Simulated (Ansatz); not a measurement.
Stepwise reaction of `[CH3][Sc]([CH3])[CH3]` with hydrogen fluoride, as a gas-phase model of exchange steps in deposition or etching. ΔE in kJ/mol.

Isolated molecules relaxed with PBE0-D4/def2-TZVP in Ansatz; ΔE leaves out vibrations. CCSD(T)/CBS is the MP2 limit (def2-TZVPP, def2-QZVPP) plus CCSD(T) − MP2 in def2-TZVPP, frozen cores. This one scheme is used for every species. Functionals use def2-TZVPP. B3LYP here is the variant with VWN-RPA as its local correlation; programs differ in this. For Sc outer-core shells are correlated without core-valence functions, which leaves a few kJ/mol of doubt a bond. Scalar relativity is left out up to krypton.

```json
{"step": "1", "reaction": "`[CH3][Sc]([CH3])[CH3]` + H–F → `[CH3][Sc]([CH3])[F]` + CH₄", "PBE-D4": "-262.5", "B3LYP-D4": "-269.3", "ωB97M-V": "-266.0", "CCSD(T)/CBS": "-254.5"}
{"step": "2", "reaction": "`[CH3][Sc]([CH3])[F]` + H–F → `[CH3][Sc]([F])[F]` + CH₄", "PBE-D4": "-259.6", "B3LYP-D4": "-265.2", "ωB97M-V": "-259.4", "CCSD(T)/CBS": "-248.1"}
```

(1) Give the row of step 3, `[CH3][Sc]([F])[F]` + H–F → `[F][Sc]([F])[F]` + CH₄. (Estimate.)

(2) By hand: ΔE of the 3 steps together at CCSD(T)/CBS.

## Answers

(1) Computed: 
```csv
step,reaction,PBE-D4,B3LYP-D4,ωB97M-V,CCSD(T)/CBS
3,`[CH3][Sc]([F])[F]` + H–F → `[F][Sc]([F])[F]` + CH₄,-252.6,-257.4,-251.0,-239.7
```

(2) (-254.5) + (-248.1) + (-239.7) = -742.3 kJ/mol, or -247.4 kJ/mol a step.

In ΔE each step is higher than the one before. All are downhill at CCSD(T)/CBS. PBE-D4 differs from CCSD(T)/CBS by -12.9 to -8.0 kJ/mol a step. Isolated molecules leave out the surface, adducts and barriers. Largest T1 diagnostic: 0.017.
